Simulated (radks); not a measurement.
Problem. Spherical quantum dot in the effective-mass picture: electrons in a hard-walled sphere of radius 4.59, with a point charge +2 (a donor) at the centre, all in effective atomic units (hartree* = m*/eps^2 hartree, bohr* = eps/m* bohr), one dielectric constant everywhere. Calculated with a radial shooting solver with Libxc functionals: non-relativistic Kohn-Sham, PBEsol, spin-polarised, spherical densities. Levels are named by radial order and angular momentum (1s, 1p, 1d, 2s, ...), and open shells are averaged over m. Each electron was tried in the lowest free levels, single moves between levels near the top were tried too, and the lowest total energy was kept; such a search can miss a lower state. Give the order in which the levels fill up to N = 30, the shell closures and the spin along the way.

Solution. Shells are first occupied in the order 1s, 1p, 2s, 1d, 1f. Open shells at each N (closed shells left out): 1: 1s(up 1, down 0); 2: none; 3: 1p(up 1, down 0); 4: 1p(up 2, down 0); 5: 1p(up 3, down 0); 6: 1p(up 3, down 0) 2s(up 1, down 0); 7: 1p(up 3, down 1) 2s(up 1, down 0); 8: 1p(up 3, down 2) 2s(up 1, down 0); 9: 2s(up 1, down 0); 10: none; 11: 1d(up 1, down 0); 12: 1d(up 2, down 0); 13: 1d(up 3, down 0); 14: 1d(up 4, down 0); 15: 1d(up 5, down 0); 16: 1d(up 5, down 1); 17: 1d(up 5, down 2); 18: 1d(up 5, down 3); 19: 1d(up 5, down 4); 20: none; 21: 1f(up 1, down 0); 22: 1f(up 2, down 0); 23: 1f(up 3, down 0); 24: 1f(up 4, down 0); 25: 1f(up 5, down 0); 26: 1f(up 6, down 0); 27: 1f(up 7, down 0); 28: 1f(up 7, down 1); 29: 1f(up 7, down 2); 30: 1f(up 7, down 3). All shells are closed at N = 2, 10, 20 (there: 1s2 1p6 1d10 2s2). Largest 2S: 7, at N = 27.
